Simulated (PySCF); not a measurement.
Isomers of [C6H10P]+ side by side.

PySCF, CAM-B3LYP/def2-SVPD, density fitting, gas phase; each molecule at its own GFN2-xTB geometry, one conformer. Singlet excitations by full TDDFT with frozen cores and triplets by Tamm–Dancoff TDDFT. 

Torsions of the conformers computed, which needn't be the lowest (atom-mapped SMILES):
- `[CH:1]#[C:2][P@@H+:3]([CH3:4])[CH2:5][CH:6]=[CH2:7]`: C2–P3–C5–C6 174°, P3–C5–C6–C7 115°
- `[CH3:1][C:2]#[C:3][PH2+:4][CH:5]1[CH2:6][CH2:7]1`: C3–P4–C5–C6 159°

Reference: `C#C[P@@H+](C)CC=C`, with HOMO energy -13.25 eV, LUMO energy -4.10 eV, lowest singlet excitation 5.96 eV, lowest triplet excitation 4.38 eV and mean polarisability 87.6 au.

Changes against it:

| molecule | Δ electronic energy (kcal/mol) | Δ HOMO energy (eV) | Δ LUMO energy (eV) | Δ lowest singlet excitation (eV) | Δ lowest triplet excitation (eV) | Δ mean polarisability (au) |
| --- | --- | --- | --- | --- | --- | --- |
| CC1=C(C)[PH2+]C=C1 | -32.7 | +0.44 | -1.56 | -2.04 | -1.95 | -4.1 |
| CC1C=C[PH2+]C=C1 | -34.4 | -0.66 | -0.21 | +0.40 | -0.07 | -4.9 |

Rows whose labels were lost:

| row | Δ electronic energy (kcal/mol) | Δ HOMO energy (eV) | Δ LUMO energy (eV) | Δ lowest singlet excitation (eV) | Δ lowest triplet excitation (eV) | Δ mean polarisability (au) |
| --- | --- | --- | --- | --- | --- | --- |
| P | -48.2 | -0.48 | -0.05 | +0.33 | -0.06 | -4.5 |
| Q | +2.7 | -0.70 | +0.04 | -0.27 | +0.41 | +0.6 |

Q: Which row belongs to which of `C[PH+]1C=CCC=C1` and `CC#C[PH2+]C1CC1`?

A: P = `C[PH+]1C=CCC=C1` and Q = `CC#C[PH2+]C1CC1`. P and Q are told apart most clearly by the electronic energy (-48.2 against +2.7 kcal/mol); P comes close to the labelled row of `CC1C=C[PH2+]C=C1` in every column.

Q: Which row has the smallest HOMO–LUMO gap and which the largest, and does the HOMO or the LUMO shift more there?

A: Smallest, counted from the reference: `CC1=C(C)[PH2+]C=C1`, -2.00 eV (HOMO +0.44, LUMO -1.56), the larger shift being that of the LUMO. Largest: Q, +0.74 eV (HOMO -0.70, LUMO +0.04), the larger shift being that of the HOMO.
